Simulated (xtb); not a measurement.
xtb input:

```bash
xtb mol.xyz --gfn 2 --sp --chrg 1 --uhf 0
```
mol.xyz:
```
3

In     0.00000000     0.00000000     0.00000000
F     -0.00000000    -0.00000000    -1.85519970
F      0.00000000     0.00000000     1.85519970
```

### Question
Which total energy does the run end on?

### Answer
-10.16025 Eh (GFN2-xTB).

It need not be the lowest isomer of its formula.
